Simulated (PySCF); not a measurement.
A calculated (UHF, PySCF 2.14, cc-pVTZ, no relativity, point nucleus) atom or ion has these occupied shells.

| shell | electrons | orbital energy (eV) | rms radius, mean of both spins (bohr) |
| --- | --- | --- | --- |
| 1s α | 1 | -426.37 | 0.265 |
| 1s β | 1 | -423.93 | 0.265 |
| 2s α | 1 | -31.596 | 1.47 |
| 2s β | 1 | -19.746 | 1.47 |
| 2p α | 3 | -15.475 | 1.58 |

Q: Name the element and its charge.

A: N (nitrogen, neutral), in [He] 2s2 2p3, high-spin 4S determinant.
